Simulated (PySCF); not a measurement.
Molecule: C$_{3}$H$_{10}$GeN (charge 0, doublet). It need not be the lowest isomer of its formula. 
Geometry from a B3LYP-D3(BJ)/def2-TZVP (Ansatz) optimisation:
SMILES: CC[N](C)[GeH2]
```xyz
15

C     -2.3573    -0.2279    -0.2076
C     -1.4921     0.9518     0.1995
N     -0.0721     0.7831    -0.0679
C      0.6900     1.9730     0.2630
Ge     0.8060    -0.8659    -0.0130
H     -2.2272    -0.4660    -1.2637
H     -3.4075     0.0123    -0.0357
H     -2.1222    -1.1210     0.3741
H     -1.8231     1.8461    -0.3446
H     -1.6522     1.1738     1.2662
H      1.7491     1.8178     0.0620
H      0.3485     2.8150    -0.3500
H      0.5750     2.2645     1.3159
H      0.0464    -1.7927    -1.0092
H      2.1818    -0.5036    -0.6531
```
Charge 0, spin multiplicity 2.

Dispersion corrections to the total energy (kcal/mol) from the dftd3 and dftd4 libraries through PySCF: D3(BJ) without and D4 with the three-body term, each with the damping fitted for the functional named.

```
functional  D3(BJ)      D4
----------  ------  ------
PBE          -7.86   -7.72
TPSS           ___  -10.43
B3LYP          ___  -12.36
PW6B95       -4.07   -6.39
HF             ___  -27.61
LC-wPBE      -7.48   -8.56
r2SCAN       -2.27   -1.97
```

**Question.** Complete the blanks.

**Answer.** 
- TPSS, D3(BJ): -9.93
- B3LYP, D3(BJ): -13.61
- HF, D3(BJ): -56.55
